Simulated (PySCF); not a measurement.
**Magnetisability and related constants of `C[SiH](C)O[SiH3]`, C2H10OSi2**

Computed, not measured: PySCF, GIAO B3LYP/pcSseg-1 magnetisability, rotational g tensor and spin-rotation constants, non-relativistic, gas phase. Geometry: GFN2-xTB.

Input:
```
{"job": {"kind": "mag", "xc": "B3LYP", "basis": "pcSseg-1", "isotopologues": 2}, "charge": 0, "multiplicity": 1}
C     -1.693805    -1.038912    -0.433436
Si    -0.611419     0.119873     0.611983
C     -0.673072     1.890370    -0.072677
O      0.928109    -0.411595     0.581254
Si     2.406448    -0.805798     0.060374
H     -2.744333    -0.778681    -0.348406
H     -1.428523    -0.996719    -1.486807
H     -1.583985    -2.070414    -0.111963
H     -0.954105     0.059065     2.036550
H     -1.681755     2.290849    -0.048841
H     -0.040496     2.557179     0.505952
H     -0.327693     1.927410    -1.102756
H      2.269413    -1.878569    -0.925551
H      3.007412     0.383720    -0.543942
H      3.123392    -1.239787     1.256355
```
Coordinates are in Å.

Command: `OMP_NUM_THREADS=1 python excited_run.py task.json out`

Question: Show the output.

Answer: Atoms count from 0.
```
coarse grid: 12712 points
cycle   1  E = -736.3439089429  dE =  2.322e-01  |g| = 9.382e-01  |ddm| = 3.367e+00
cycle   2  E = -736.0405437282  dE =  3.034e-01  |g| = 1.553e+00  |ddm| = 2.060e+00
cycle   3  E = -736.5022826375  dE = -4.617e-01  |g| = 1.886e-01  |ddm| = 1.574e+00
cycle   4  E = -736.5092557871  dE = -6.973e-03  |g| = 5.455e-02  |ddm| = 1.791e-01
cycle   5  E = -736.5099821274  dE = -7.263e-04  |g| = 7.977e-03  |ddm| = 4.797e-02
cycle   6  E = -736.5099981710  dE = -1.604e-05  |g| = 1.583e-03  |ddm| = 1.154e-02
cycle   7  E = -736.5099987448  dE = -5.738e-07  |g| = 2.844e-04  |ddm| = 1.981e-03
final grid: 111200 points
cycle   8  E = -736.5505638969  dE = -1.571e-05  |g| = 5.490e-03  |ddm| = 1.292e-02
cycle   9  E = -736.5505591525  dE =  4.744e-06  |g| = 7.126e-03  |ddm| = 9.273e-03
cycle  10  E = -736.5505708656  dE = -1.171e-05  |g| = 8.716e-04  |ddm| = 5.454e-03
cycle  11  E = -736.5505710000  dE = -1.344e-07  |g| = 1.853e-04  |ddm| = 8.182e-04
cycle  12  E = -736.5505710061  dE = -6.133e-09  |g| = 3.214e-05  |ddm| = 1.496e-04
cycle  13  E = -736.5505710063  dE = -1.896e-10  |g| = 4.682e-06  |ddm| = 3.274e-05
converged SCF energy = -736.5505710063

Magnetisability tensor (1e-30 J/T^2)
    -1188.46       43.47       41.09
       43.47    -1050.39      -13.35
       41.09      -13.35    -1041.86
isotropic -1093.57   principal values   -1211.97  -1038.11  -1030.63
isotropic susceptibility -65.856 1e-6 cm^3/mol

Inertial axes            a          b          c
rot. const./GHz      4.6802     1.7048     1.4180
chi total           -72.216    -62.514    -62.838
chi diamagnetic    -393.110   -828.562   -984.452
chi paramagnetic    320.894    766.047    921.614
quadrupole/D A        3.223     -0.798     -2.424
g nuclear            0.6721     0.5955     0.5998
g electronic        -0.7056    -0.6135    -0.6139
g total             -0.0334    -0.0181    -0.0142

Spin-rotation constants (kHz, H = +C I.J)
atom  isotope        aa         bb         cc
  5     1H        0.053     -0.195     -0.175
  6     1H       -0.541     -0.197      0.017
  7     1H       -0.466     -0.020     -0.148
  8     1H       -0.395     -0.145      0.075
  9     1H        0.056     -0.195     -0.176
 10     1H       -0.477     -0.025     -0.140
 11     1H       -0.524     -0.194      0.009
 12     1H       -0.422      0.009     -0.054
 13     1H       -0.421      0.031     -0.073
 14     1H       -0.221     -0.148      0.016
  0    13C*       0.555      0.208      0.183
  1   29Si*      -2.857     -1.067     -0.967
  3    17O*      -0.728     -0.039     -0.066
  4   29Si*      -2.443     -1.052     -0.856
* in the singly substituted isotopologue

Isotopologues: g along a, b, c
2H    at 5,6,7,8,9,10,1    -0.0251    -0.0153    -0.0119
13C   at 0                 -0.0327    -0.0179    -0.0140
```

It took 18 s wall time on 1 thread of an Intel Xeon Platinum 8375C, shared host, peak memory 0.72 GiB.
